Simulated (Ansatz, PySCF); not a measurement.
Gas-phase reaction (SMILES): CCOC=O -> C[CH]OC=O + H atom; the C-H bond at the site shown breaks (other sites are not compared here).

Structures are relaxed separately at B3LYP-D3(BJ)/def2-TZVP in Ansatz (a quantum-chemistry and plane-wave program), one conformer each, not searched for the lowest. Correlated levels leave the core frozen unless marked. Open shells are spin-unrestricted. No spin-orbit coupling. Non-relativistic. CBS marks a two-point X^-3 extrapolation of the correlation energy; Hartree-Fock from the larger set. [CCSD(T)-MP2]/basis is that difference in the basis named. Thermal terms are rigid-rotor harmonic-oscillator values from B3LYP-D3(BJ) frequencies (PySCF) at 298.15 K and 1 atm. 1 Eh = 627.5095 kcal/mol. Atoms have translation alone. Electronic entropy comes from spin alone.

```json
[
 {"species": "CCOC=O", "E, RI-MP2/CBS(cc-pVTZ,cc-pVQZ)+[CCSD(T)-MP2]/cc-pVTZ (Ansatz) (Eh)": "-268.10841", "E, wB97X-V/def2-TZVPD (Ansatz) (Eh)": "-268.40817", "H - E (Eh)": "0.09685", "G - E (Eh)": "0.06100"},
 {"species": "C[CH]OC=O", "E, RI-MP2/CBS(cc-pVTZ,cc-pVQZ)+[CCSD(T)-MP2]/cc-pVTZ (Ansatz) (Eh)": "-267.43847", "E, wB97X-V/def2-TZVPD (Ansatz) (Eh)": "-267.74182", "H - E (Eh)": "0.08232", "G - E (Eh)": "0.04534"},
 {"species": "H atom", "E, RI-MP2/CBS(cc-pVTZ,cc-pVQZ)+[CCSD(T)-MP2]/cc-pVTZ (Ansatz) (Eh)": "-0.49995", "E, wB97X-V/def2-TZVPD (Ansatz) (Eh)": "-0.50049", "H - E (Eh)": "0.00236", "G - E (Eh)": "-0.01065"}
]
```

**Question.** Work out ΔE and ΔH, ΔG, ΔS and the equilibrium constant at 298.15 K at the first level, then ΔH at the second.

**Answer.** 
1. ΔE = [(-267.43847) + (-0.49995)] - [(-268.10841)] = 0.16999 Eh = 106.7 kcal/mol at RI-MP2/CBS(cc-pVTZ,cc-pVQZ)+[CCSD(T)-MP2]/cc-pVTZ.
2. The terms H - E add up to -0.01217 Eh, so ΔH = (0.16999 + (-0.01217))×627.5095 = 99.0 kcal/mol.
3. The terms G - E add up to -0.02631 Eh, so ΔG = 90.2 kcal/mol, and ΔS = (-0.01217 - (-0.02631))×627509.5/298.15 = 29.8 cal/(mol K).
4. log10 K = -ΔG/(RT ln 10) = -66.1, with RT ln 10 = 1.3642 kcal/mol.
5. With ΔH and ΔS taken as constant, ΔG changes sign near ΔH/ΔS = 3320 K, a rough figure that leaves out heat capacities.
6. At wB97X-V/def2-TZVPD the same steps give ΔE = 104.1 and ΔH = 96.4 kcal/mol, a shift of -2.6 from the first level.
7. These values are not checked against measurement here, since the tables used lack a sound gas-phase enthalpy of formation for at least one species.
